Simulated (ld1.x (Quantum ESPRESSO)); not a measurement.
## Which change was made? (N, TM)

| Quantity | Value |
| --- | --- |
| Element | N (Z = 7) |
| Generator | ld1.x (Quantum ESPRESSO) 7.5 |
| Type | norm-conserving Troullier–Martins (Kleinman–Bylander form) |
| Functional | PBE |
| Relativity | non-relativistic |
| Frozen core | [He] |
| Valence charge | 5 |
| Reference configuration | 2s2 2p1 (charge +2) |
| Partial waves | 2s (bound): rc 0.60 bohr; 2p (bound): rc 1.05 bohr |
| Local potential | the p channel |
| Core correction | Bessel-smoothed model core inside 0.55 bohr |

Cutoffs, loose and tight: the cutoffs (Ry, on a coarse ladder) from which the occupation-weighted sum of valence levels, in a spherical-Bessel basis at the reference potential, stays within 10 and 1 mRy of its value at 400 Ry. They do not see the model core or the augmentation charge, which bear on the density cutoff. Test errors are all-electron minus pseudo excitation energies from the reference, over the configurations 2s2 2p3; 2s2 2p2; 2s2 2p0; 2s1 2p3; 2s1 2p4; 2s2 2p2.5; 2s2 2p3.3; variants that change the core or the reference have their own tests.

The base gives: outcome: generated; cutoff, loose: 230 Ry; cutoff, tight: over 300 Ry; bound ghosts: none; largest test error (meV): +98.

**Question.** After one change the result is: outcome: generated; cutoff, loose: 230 Ry; cutoff, tight: over 300 Ry; bound ghosts: none; largest test error (meV): +416. Which change was it?
A. functional LDA (PZ)
B. wave 2s (bound): rc 0.60 bohr becomes 2s (bound): rc 0.44 bohr
C. reference 2s2 2p3

**Answer.** C. The others give: functional LDA (PZ) → outcome: generated; cutoff, loose: 230 Ry; cutoff, tight: over 300 Ry; bound ghosts: none; largest test error (meV): +48 | wave 2s (bound): rc 0.60 bohr becomes 2s (bound): rc 0.44 bohr → outcome: generated; bound ghosts: not determined; largest test error (meV): +186.
